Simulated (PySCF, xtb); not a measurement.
B(H)(PH2)2 (BH5P2), SMILES PBP.

GFN2-xTB run with xtb at its own geometry gives an orbital gap of 2.77 eV and a dipole moment of 2.09 D.

The structure is a stationary point at B3LYP-D3(BJ)/def2-TZVP. Other conformers were not sampled.

Q: What does HF/def2-TZVPD run with PySCF give? (An estimate is asked for; the answer gives what the named calculation found.)

A: gap 10.79 eV (levels -9.46 and 1.34 eV), dipole 1.49 D.
